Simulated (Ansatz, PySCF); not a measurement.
Process, species as SMILES: Cl[SiH](Cl)Cl [trichlorosilane] → Cl[SiH]Cl + Cl atom (the Cl-Si bond at the site shown breaks; other sites are not compared here)
Structures are relaxed separately at B3LYP-D3(BJ)/def2-TZVP in Ansatz (a program for electronic structure).

Wanted: bond dissociation energy (0 K, with B3LYP-D3(BJ) harmonic zero-point energies from PySCF), in eV. Valence correlation only, unless marked. UHF or UKS for open shells. Spin-orbit coupling is left out. No relativistic terms. CBS marks a two-point X^-3 extrapolation of the correlation energy; Hartree-Fock from the larger set. [CCSD(T)-MP2]/basis is that difference in the basis named.

| level | program | bond dissociation energy (eV) |
|---|---|---|
| revPBE-D4/def2-TZVPD | Ansatz + dftd4 | 4.54 |
| PBE0/6-31G* | Ansatz | ? |
| PBE0-D4/def2-TZVPD | Ansatz + dftd4 | 4.67 |
| PBE0/def2-TZVP | Ansatz | ? |
| HSE06-D4/def2-TZVPD | Ansatz + dftd4 | 4.68 |
| B2GP-PLYP-D4/def2-TZVPD | Ansatz + dftd4 | 4.68 |
| CCSD/6-31G | Ansatz | 2.71 |
| CCSD/6-31G* | Ansatz | ? |
| RI-MP2/CBS(aug-cc-pV(T+d)Z,aug-cc-pV(Q+d)Z)+[CCSD(T)-MP2]/aug-cc-pV(T+d)Z | Ansatz | ? |

Task: What belongs in the gaps?

Result: 
- PBE0/6-31G*, bond dissociation energy (eV): 4.45
- PBE0/def2-TZVP, bond dissociation energy (eV): 4.62
- CCSD/6-31G*, bond dissociation energy (eV): 4.20
- RI-MP2/CBS(aug-cc-pV(T+d)Z,aug-cc-pV(Q+d)Z)+[CCSD(T)-MP2]/aug-cc-pV(T+d)Z, bond dissociation energy (eV): 4.85
